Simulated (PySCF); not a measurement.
Numbering as in the mapped SMILES `[SiH3:1][c:2]1[cH:3][cH:4][cH:5][cH:6][cH:7]1` (H(Xn): hydrogen on atom n).

Single conformer, no relativistic terms, no solvent, averaged over atoms made equivalent by symmetry, fast rotation or ring inversion. GFN2-xTB geometry; PBE0/pcSseg-1 with gauge-including orbitals; PySCF 2.14.0 with density-fitted response routines.

δ = σ(ref) − σ, references computed at the same level: TMS for ¹³C (σref 186.93) and ¹H (σref 31.72) and ²⁹Si (σref 349.16).

```csv
atoms,nucleus,count,δ (ppm)
C5,¹³C,1,135.2
H(Si1),¹H,3,4.56
H(C3)/H(C7),¹H,2,?
Si1,²⁹Si,1,-68.6
H(C4)/H(C6),¹H,2,?
C3/C7,¹³C,2,141.5
H(C5),¹H,1,7.66
C4/C6,¹³C,2,?
C2,¹³C,1,135.0
```

Estimate the values marked ?.

## Answers


- C4/C6: 133.3 ppm, aromatic CH; the aromatic region
- H(C3)/H(C7): 7.87 ppm, hydrogen on an aromatic CH; it sits in the deshielding region of the aromatic ring current
- H(C4)/H(C6): 7.65 ppm, hydrogen on an aromatic CH; ring-current deshielding

Shifts are as computed. Against solution values, carbons near 30 ppm lie about +3 ppm off and those near 130 ppm about +5 ppm. Of 1211 compounds with measured shifts, 218 miss one by over three times the rms of a fit or turn the order of signals round; such compounds aren't used in these exercises.
